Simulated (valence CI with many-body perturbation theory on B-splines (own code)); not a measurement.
Rb²⁴⁺: calculated level list

Method: configuration interaction combined with many-body perturbation theory (CI+MBPT): three valence electrons over a frozen Dirac-Fock core [Ne], radial functions for each j: 11 s, 11 p, 10 d, 8 f, 5 g, 2 h, with the one-electron correlation potential Σ1, the two-electron term Σ2, the three-electron term Σ3, Breit, model QED; selected CI, second order for the rest, scaled by the run's own slope (own B-spline code, finite nucleus).

No measured spectrum was set against this ion. As an estimate, levels of excited configurations hold to 0.05 to 0.15 % of their energy, terms of the ground configuration to about 0.5 %.

Levels 1 to 45 of 152, with energies above the lowest level, 3s2 3p 2P°_1/2. "Leading %" is the weight of the configuration and term that name the level; weights of strongly mixed levels are sums over their largest components and can fall short. Lifetimes count E1, E2, E3, M1 and M2 decay at the calculated energies, and are blank where another channel may lead or the interval is too uncertain; long ones can be off by a factor of two.

```tsv
No.	Configuration	Term	J	E (cm⁻¹)	Leading %	Lifetime	Second component	g
1	3s2 3p	2P°	1/2	0	98			0.662
2	3s2 3p	2P°	3/2	111190	98	80.7 μs		1.332
3	3s 3p2	4P	1/2	432470	90	1.04 ns	8 % 3s 3p2 2S	2.583
4	3s 3p2	4P	3/2	493800	97	8.23 ns		1.715
5	3s 3p2	4P	5/2	533440	78	1.27 ns	20 % 3s 3p2 2D	1.510
6	3s 3p2	2D	3/2	614970	80	86.0 ps	12 % 3s2 3d 2D	0.841
7	3s 3p2	2D	5/2	654240	67	255 ps	22 % 3s 3p2 4P	1.285
8	3s 3p2	2P	1/2	693060	62	13.7 ps	29 % 3s 3p2 2S	1.195
9	3s 3p2	2S	1/2	803990	61	16.6 ps	34 % 3s 3p2 2P	1.552
10	3s 3p2	2P	3/2	812900	86	9.71 ps	9 % 3s2 3d 2D	1.276
11	3s2 3d	2D	3/2	887460	77	9.89 ps	16 % 3s 3p2 2D	0.826
12	3s2 3d	2D	5/2	901900	86	13.3 ps	12 % 3s 3p2 2D	1.199
13	3p3	2D°	3/2	1104100	36	33.3 ps	23 % 3p3 2P°	1.186
14	3p3	2D°	5/2	1161000	61	109 ps	34 % 3s 3p 3d 2D°	1.191
15	3p3	4S°	3/2	1171300	59	17.1 ps	17 % 3p3 2D°	1.495
16	3s 3p 3d	4F°	3/2	1199100	86	110 ps	5 % 3p3 2D°	0.519
17	3s 3p 3d	4F°	5/2	1220700	88	167 ps	5 % 3s 3p 3d 4D°	1.050
18	3s 3p 3d	4F°	7/2	1254700	88	176 ps	9 % 3s 3p 3d 4D°	1.250
19	3p3	2P°	1/2	1271500	81	21.6 ps	16 % 3s 3p 3d 2P°	0.661
20	3s 3p 3d	4P°	5/2	1287300	56	17.9 ps	27 % 3s 3p 3d 4D°	1.467
21	3s 3p 3d	4D°	3/2	1290100	55	14.1 ps	29 % 3s 3p 3d 4P°	1.347
22	3s 3p 3d	4D°	1/2	1294800	85	11.1 ps	8 % 3s 3p 3d 4P°	0.258
23	3s 3p 3d	4F°	9/2	1317100	100			1.332
24	3p3	2P°	3/2	1324200	45	19.9 ps	13 % 3p3 4S°	1.312
25	3s 3p 3d	4D°	5/2	1362600	40	13.5 ps	24 % 3s 3p 3d 2F°	1.184
26	3s 3p 3d	4D°	7/2	1365400	88	13.8 ps	10 % 3s 3p 3d 4F°	1.402
27	3s 3p 3d	4P°	3/2	1369100	51	14.1 ps	31 % 3s 3p 3d 4D°	1.417
28	3s 3p 3d	4P°	1/2	1369200	91	16.4 ps	9 % 3s 3p 3d 4D°	2.422
29	3s 3p 3d	2F°	5/2	1372000	48	19.0 ps	26 % 3s 3p 3d 4D°	1.167
30	3s 3p 3d	2D°	3/2	1381500	50	12.6 ps	19 % 3p3 2D°	1.000
31	3s 3p 3d	2D°	5/2	1410100	53	16.9 ps	18 % 3s 3p 3d 2F°	1.188
32	3s 3p 3d	2F°	7/2	1470200	99	21.2 ps		1.141
33	3s 3p 3d	2P°	3/2	1494000	44	7.82 ps	35 % 3s 3p 3d 2D°	1.139
34	3s 3p 3d	2F°	7/2	1544800	94	9.99 ps		1.151
35	3s 3p 3d	2P°	1/2	1550400	90	11.7 ps	5 % 3p3 2P°	0.655
36	3s 3p 3d	2F°	5/2	1551500	89	8.08 ps	7 % 3s 3p 3d 2D°	0.888
37	3s 3p 3d	2P°	1/2	1577900	86	6.45 ps	10 % 3p3 2P°	0.658
38	3s 3p 3d	2P°	3/2	1592000	62	7.65 ps	25 % 3s 3p 3d 2D°	1.150
39	3s 3p 3d	2D°	5/2	1598500	76	6.36 ps	11 % 3p3 2D°	1.163
40	3s 3p 3d	2P°	3/2	1602100	49	6.28 ps	26 % 3s 3p 3d 2D°	1.148
41	3p2 3d	4F	3/2	1781200	66	26.0 ps	11 % 3p2 3d 2D	0.618
42	3p2 3d	4F	5/2	1814100	33	31.1 ps	30 % 3p2 3d 2F	1.081
43	3p2 3d	2F	5/2	1827300	50	36.3 ps	42 % 3p2 3d 4F	0.932
44	3p2 3d	2F	7/2	1851300	58	39.1 ps	17 % 3p2 3d 4F	1.153
45	3p2 3d	2P	3/2	1857000	51	18.6 ps	23 % 3p2 3d 4D	1.088
```

Names give the largest LS component (configuration and term), which can be under half, so a name can repeat, a term be missing and a line seem to break the LS rules; names also repeat where a configuration has a term twice.

The ionisation energy to 3s2 1S_0 of the next ion comes out as 1134.6 eV (NIST: 1125 ± 5 eV (semi-empirical)). All 152 levels together are meant to be complete up to 4510800 cm⁻¹.
